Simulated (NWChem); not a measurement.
H$_{2}$TeSe; SMILES [SeH][TeH]

Program: NWChem. This build's default masses of Se (78.918 u) and Br (79.917 u) are each other's, which moves their modes by up to 0.6 %. Each level has its own optimisation; frequencies are unscaled.

For level Hartree-Fock/STO-3G (all-electron, non-relativistic):

```
Item                               Result
---------------------------------  ------
r H–Te (Å)                          1.627
r Se–Te (Å)                         2.532
r H–Se (Å)                          1.443
highest harmonic frequency (cm⁻¹)    2882
lowest (cm⁻¹)                         292
zero-point energy (kcal/mol)         11.1
```

### Question
What are these values for level B3LYP/3-21G (all-electron, non-relativistic)?

### Answer
| Quantity | Result |
|---|---|
| r H–Te (Å) | 1.711 |
| r Se–Te (Å) | 2.692 |
| r H–Se (Å) | 1.498 |
| highest harmonic frequency (cm⁻¹) | 2169 |
| lowest (cm⁻¹) | 213 |
| zero-point energy (kcal/mol) | 8.5 |
